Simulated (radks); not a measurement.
Results of a calculation; reference values are marked as such.
Valence configurations of I II (all share [Kr]). Level of theory: scalar-relativistic Kohn-Sham, PBE, spin-unpolarised, spherical densities, finite nucleus; Fermi nuclear charge, rms radius 4.75 fm (a radial shooting solver on a logarithmic mesh with Libxc functionals). Energies are relative to 4d10 5s2 5p4; eigenvalues in eV.

valence,E (eV),e(4d),e(5p),e(5s)
4d10 5s2 5p4,0.000,-59.815,-15.349,-26.249
4d10 5s1 5p5,10.978,-61.145,-15.941,-26.997
4d10 5p6,22.110,-62.434,-16.506,-
4d9 5s2 5p5,47.116,-66.590,-16.787,-28.413
4d9 5s1 5p6,58.814,-67.848,-17.342,-29.112
4d8 5s2 5p6,99.577,-73.340,-18.179,-30.498

NIST lists [Kr] 4d10 5s2 5p4 as the ground configuration; this level of theory agrees among the configurations tried. The energies are those of spherical spin-averaged densities, not of single terms.
